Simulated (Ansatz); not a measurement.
Species: C4H4, SMILES `C#CC=C` (charge 0, multiplicity 1).

Q: Give a relaxed geometry from B3LYP-D3(BJ)/def2-TZVP run with Ansatz (an electronic-structure program).

A: the end point of this relaxation (outside a Z-matrix the atoms follow the SMILES, hydrogens last).
Cartesian coordinates (Å) in one orientation:
```xyz
8

C      1.930    -0.878     0.082
C      0.783    -0.551    -0.077
C     -0.576    -0.198    -0.284
C     -1.144     0.918     0.176
H      2.944    -1.158     0.227
H     -1.168    -0.904    -0.860
H     -2.186     1.130    -0.016
H     -0.583     1.641     0.753
```
